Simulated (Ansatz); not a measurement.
Start from `C[SiH](C)[SnH3]` and change one atom or group to get `C[SiH2][SnH3]`.

Ansatz, PBE0-D4/def2-TZVP geometries, multiplicity 1. 

Elements past krypton have def2 core potentials.

| property | `C[SiH](C)[SnH3]` |
| --- | --- |
| HOMO energy (B3LYP/def2-TZVPP) / eV | -7.24 |
| size of the dipole moment (B3LYP/def2-TZVPP) / D | 1.68 |
| HOMO–LUMO gap (PBE0/def2-TZVPP) / eV | 7.64 |
| HOMO energy (ωB97M-V/def2-TZVPP) / eV | -9.41 |
| HOMO energy (PBE0/def2-TZVPP) / eV | -7.41 |
| HOMO–LUMO gap (ωB97M-V/def2-TZVPP) / eV | 11.09 |

What does the change do to each property? (An estimate is asked.)

Ansatz gave: 
```json
{"property": "HOMO energy (B3LYP/def2-TZVPP) / eV", "`C[SiH2][SnH3]`": "-7.49", "shift": "-0.25"}
{"property": "size of the dipole moment (B3LYP/def2-TZVPP) / D", "`C[SiH2][SnH3]`": "1.24", "shift": "-0.44"}
{"property": "HOMO–LUMO gap (PBE0/def2-TZVPP) / eV", "`C[SiH2][SnH3]`": "7.66", "shift": "0.02"}
{"property": "HOMO energy (ωB97M-V/def2-TZVPP) / eV", "`C[SiH2][SnH3]`": "-9.68", "shift": "-0.27"}
{"property": "HOMO energy (PBE0/def2-TZVPP) / eV", "`C[SiH2][SnH3]`": "-7.68", "shift": "-0.27"}
{"property": "HOMO–LUMO gap (ωB97M-V/def2-TZVPP) / eV", "`C[SiH2][SnH3]`": "11.14", "shift": "0.05"}
```

Dipoles are sizes alone; their direction can turn.

B3LYP here is the variant with VWN-RPA as its local correlation; programs differ in this.
